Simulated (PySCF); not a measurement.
SbCl4, SMILES [Sb]([Cl])([Cl])([Cl])[Cl], multiplicity 2. Geometry optimised at PBE-D3(BJ)/def2-SVP. The multiplicity is an assumed one; no other spin state was optimised. The isomer is the one that the SMILES or the coordinates give; other isomers of the formula were not compared. The def2 effective core potentials stand for the cores of Sb; spin–orbit coupling is left out.

Computed equilibrium geometry at PBE-D3(BJ)/def2-SVP (PySCF confirms it by a frequency run) as Cartesian coordinates in Å, and its point group:
point group Td.
```xyz
5

Sb     0.0000     0.0000     0.0000
Cl    -1.4024     1.4024     1.4024
Cl     1.4024     1.4024    -1.4024
Cl     1.4024    -1.4024     1.4024
Cl    -1.4024    -1.4024    -1.4024
```
Charge 0, spin multiplicity 2.
